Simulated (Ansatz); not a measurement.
Z-matrix (Å, degrees):
```
Si
O 1 1.631
O 1 1.631 2 115.7
N 1 1.692 2 110.1 3 118.5
I 1 2.455 2 102.4 3 -117.0
H 2 0.961 1 115.4 3 -66.2
H 3 0.959 1 116.8 2 -83.6
H 4 1.007 1 119.2 2 -164.6
H 4 1.007 1 120.0 2 51.1
```

Total charge 0; spin multiplicity 1. I: def2 effective core potential.

List the B3LYP/def2-TZVPP orbital energies in eV (Ansatz). (Best estimate.)

Ansatz gave: Occupied: -1800.68, -520.90, -520.85, -389.41, -185.84, -144.96, -132.00, -131.82, -131.81, -100.33, -100.29, -100.27, -51.69, -51.62, -51.62, -51.46, -51.46, -28.12, -27.60, -23.61, -18.84, -15.85, -14.83, -13.75, -12.71, -11.35, -10.97, -9.88, -9.31, -9.14, -7.99, -7.24, -7.11. Lowest empty: -0.17, 0.61, 0.97, 1.07, 2.18, 2.33, 2.59, 3.17.

B3LYP here is the variant with VWN-RPA as its local correlation; programs differ in this.
